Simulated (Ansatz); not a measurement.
Ansatz (a quantum-chemistry and plane-wave program) input:

Ansatz 0.2 input:
```yaml
crystal:
  periodic: [false, false, false]
  atoms:
    - {symbol: C, position_ang: [1.93247872, -0.08126440, 0.33074858]}
    - {symbol: C, position_ang: [0.69176641, -0.29335810, 0.02596781]}
    - {symbol: C, position_ang: [-0.61454548, -0.46758402, -0.12127848]}
    - {symbol: O, position_ang: [-1.56059938, 0.62372403, -0.10743010]}
    - {symbol: H, position_ang: [2.60144646, 0.10003207, -0.52662456]}
    - {symbol: H, position_ang: [-1.13045468, -1.41076118, -0.23471314]}
    - {symbol: H, position_ang: [-1.04439465, 1.37417593, 0.20815091]}
basis:
  gaussian:
    orbitals: def2-TZVPD
hamiltonian:
  xc: {name: HSE06}
total_charge: -1
output: {forces: true}
```

Task: Which total energy does the run end on?

Result: -191.08900 Eh (HSE06/def2-TZVPD). The basis has 178 functions.

It need not be the lowest isomer of its formula. Whether it binds its extra electron was not tested at this geometry.
